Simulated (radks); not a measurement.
Values are calculated unless marked as measured or tabulated.
The mean radii <r> (bohr) of the occupied orbitals of an atom or ion are listed with their occupations. Code: a radial shooting solver on a logarithmic mesh with Libxc functionals. Model: scalar-relativistic Kohn-Sham, LDA (Slater exchange, Perdew-Wang correlation), spin-polarised, spherical densities, point nucleus.

| orbital | occ. | <r> |
|---|---|---|
| 1s up | 1 | 0.1206 |
| 1s down | 1 | 0.1206 |
| 2s up | 1 | 0.6294 |
| 2s down | 1 | 0.6282 |
| 2p up | 3 | 0.6052 |
| 2p down | 3 | 0.6028 |
| 3s up | 1 | 2.461 |
| 3p up | 2 | 3.166 |

Name the element and its charge. Open shells, if any, are filled with parallel spins first.

Answer. Z = 13, aluminium, charge 0: Al in [Ne] 3s1 3p2. The 1s radius gives Z: for a bare nucleus <r> = (2 gamma + 1)/(2Z) with gamma = sqrt(1 - (Z/c)^2), 0.115 bohr for Z = 13, and screening makes it slightly larger (0.1206 here). The occupations add up to 13, and the charge is Z minus that.
